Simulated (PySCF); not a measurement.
# Excitation energy of V by level of theory

V [Ar] 3d3 4s2 (4F) → V [Ar] 3d3 4s1 4p1 (high-spin determinant), as a difference of total energies. Calculation: PySCF 2.14, in ANO-RCC-VTZP; scalar relativity by spin-free X2C-1e. Correlated levels: valence: [Ar] frozen. The calculations carry no spin-orbit coupling.

| method | excitation energy (eV) |
| --- | --- |
| UHF | 1.049 |
| MP2 (valence) | 1.749 |
| SCS-MP2 (valence) | 2.008 |
| CCSD (valence) | 1.950 |
| CCSD(T) (valence) | 1.994 |

Problem. How much does correlation contribute at CCSD(T) (valence)?

Solution. 1.994 − (1.049) = 0.945 eV, measured against UHF.

A first-order spin-orbit estimate (lowest level to lowest level, LS coupling) adds -0.011 eV.

The basis was made for the ground configuration and has no added diffuse functions, so the excitation energy can come out too high.

The determinant of the upper state mixes LS terms, which raises its energy above the lowest term, most at the Hartree-Fock and MP2 levels.
